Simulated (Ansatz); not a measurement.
Reaction (ligand exchange at the Si–O bond): `[SiH3][O][In]([SH])[O][SiH3]` + `SS` → `[SiH3]SS` + `[OH][In]([SH])[O][SiH3]`

Gas-phase electronic energies from Ansatz, PBE0-D4/def2-TZVP geometries. CCSD(T)/CBS adds triple-zeta CCSD(T) − MP2 to the extrapolated MP2 energy (def2 sets, frozen cores). This one scheme is used for every species. Elements past krypton have def2 core potentials. For In outer-core shells are correlated without core-valence functions, which leaves a few kJ/mol of doubt a bond. Each species was taken in one conformer, which may not be the lowest.

`[SiH3][O][In]([SH])[O][SiH3]`:

Cartesian coordinates in Å:
```
Si -0.618 2.267 0.497
O 0.524 1.336 1.200
In 1.295 -0.445 0.911
S 3.140 -1.251 2.109
O 0.417 -1.540 -0.469
Si -0.915 -1.433 -1.406
H -0.283 3.698 0.726
H -0.684 2.024 -0.974
H -1.963 1.990 1.071
H 3.109 -2.423 1.450
H -1.393 -2.805 -1.724
H -0.618 -0.721 -2.680
H -2.011 -0.697 -0.711
```

`SS`:

Z-matrix (Å, degrees):
```
S
S 1 2.046
H 1 1.347 2 98.6
H 2 1.347 1 98.6 3 -90.5
```

`[SiH3]SS`:

Cartesian coordinates in Å:
```
Si -0.595 -0.762 0.297
S 0.468 0.930 1.073
S 1.724 1.207 -0.542
H 0.348 -1.867 0.001
H -1.325 -0.380 -0.937
H -1.555 -1.165 1.358
H 0.935 2.036 -1.252
```

`[OH][In]([SH])[O][SiH3]`:

Cartesian coordinates in Å:
```
O 0.226 -3.210 0.199
In 0.693 -1.302 0.205
S 2.814 -0.371 0.597
O -0.865 -0.134 -0.171
Si -1.077 1.475 -0.292
H -0.709 -3.335 0.013
H 2.333 0.876 0.440
H -2.060 1.954 0.717
H -1.565 1.841 -1.649
H 0.209 2.206 -0.058
```

```json
{"species": "`[SiH3][O][In]([SH])[O][SiH3]`", "CCSD(T)/CBS(def2) energy (Eh)": "-1320.45323"}
{"species": "`SS`", "CCSD(T)/CBS(def2) energy (Eh)": "-796.74576"}
{"species": "`[SiH3]SS`", "CCSD(T)/CBS(def2) energy (Eh)": "-1087.04745"}
{"species": "`[OH][In]([SH])[O][SiH3]`", "CCSD(T)/CBS(def2) energy (Eh)": "-1030.13461"}
```

Q: Work out ΔE.

A: ΔE = (-1087.04745) + (-1030.13461) − (-1320.45323) − (-796.74576) = 0.01693 Eh = +10.6 kcal/mol.

Largest T1 diagnostic among the species: 0.016.

In def2-TZVPP, CCSD(T) changes the Hartree–Fock value by −5.0 kcal/mol (the triples alone add −1.0 kcal/mol) and MP2 by −5.8 kcal/mol. From PBE to PBE0 (25 % exact exchange), in def2-TZVPP and without D4, ΔE moves by +2.0 kcal/mol.
